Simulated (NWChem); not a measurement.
System: C$_{4}$H$_{7}$F; SMILES [C@@H]1(C[C@@H]1C)F

Computed with NWChem. Geometry: optimised at B3LYP/6-31G* (spherical d). Level: PBE0/def2-SVP with COSMO at NWChem's default radii, gas-phase geometry; rows give the dielectric constant.

```tsv
dielectric constant	electrostatic solvation energy (kcal/mol)	dipole in solution (D)
3.9	-2.0	2.05
4.8	-2.1	2.08
7.6	-2.4	2.11
37.5	-2.7	2.16
78.4	-2.7	2.17
```
